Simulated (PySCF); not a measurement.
# Computed data sheet: `N#[C][Al-]([C]#N)([C]#N)[C]#N`

Species: C₄AlN₄ (charge -1).
Bonds: N1–C2 (triple), C2–Al3, Al3–C4, C4–N5 (triple), Al3–C6, C6–N7 (triple), Al3–C8, C8–N9 (triple).

Structural features include: cyano group on a heteroatom.

From PBE0-D3(BJ)/def2-SVP geometry optimisation, gas phase (PySCF):

```
Point group                  : Td
Rotational constants A, B, C : 1.031, 1.027, 1.024 GHz
```

From wB97X-D/def2-SVPD ground state, ΔSCF and vertical TDDFT (core frozen in the response) (PySCF):

```
HOMO energy                                                       : -8.32 eV
LUMO energy                                                       : 4.22 eV
HOMO–LUMO gap                                                     : 12.54 eV
Lowest singlet excitation                                         : 7.04 eV (176 nm, f = 0.000)
Lowest triplet excitation (Tamm–Dancoff)                          : 5.95 eV
Static isotropic polarisability                                   : 84.9 au
Vertical electron detachment energy                               : 8.61 eV
Electronic spatial extent ⟨r²⟩ about the centre of nuclear charge : 1502 bohr²
```

From B3LYP/pcSseg-2 ground state and GIAO shieldings, non-relativistic (PySCF):

```
13C chemical shifts (computed TMS as zero) by class         : 137.2 (C2/C4/C6/C8) ppm
Isotropic shieldings of nuclei other than C and H, by class : -86 (N1/N5/N7/N9), 502 (Al3) ppm
```

delta-SCF UKS SCAN, pcX-2 on the ionised atom, pcseg-1 elsewhere, spin-free X2C (PySCF):

```
Core binding energies : C1s 288.1 (C2/C4/C6/C8), N1s 401.7 (N1/N5/N7/N9), Al1s 1564.4 (Al3) eV
```

Monoisotopic mass of the ion (most abundant isotopes, electron mass counted): 130.9944 u.

The rotational constants are those of a spherical top; the small spread among constants that symmetry makes equal is optimisation noise. S1 lies 5.50 eV below the HOMO–LUMO gap. The vertical singlet–triplet gap S1 − T1 is 1.09 eV (TDDFT singlet less Tamm–Dancoff triplet). No computed singlet falls in the visible range (750 to 380 nm, 1.65 to 3.26 eV); S1 lies 3.78 eV above its blue end. With B = h/(8π²I), that is 505.379 GHz u Å² over I, the principal moments of inertia are 490.3, 492.0 and 493.6 u Å² (most abundant isotopes). In wavenumbers S1 is 56800 cm⁻¹ (1 eV = 8065.54 cm⁻¹). The principal polarisabilities are 84.7, 84.9 and 85.1 au; their mean is the isotropic value. The ΔSCF detachment energy exceeds −ε(HOMO) by 0.29 eV with wB97X-D.

No diffuse functions stand in pcSseg-2, which bears on an anion's orbital energies.
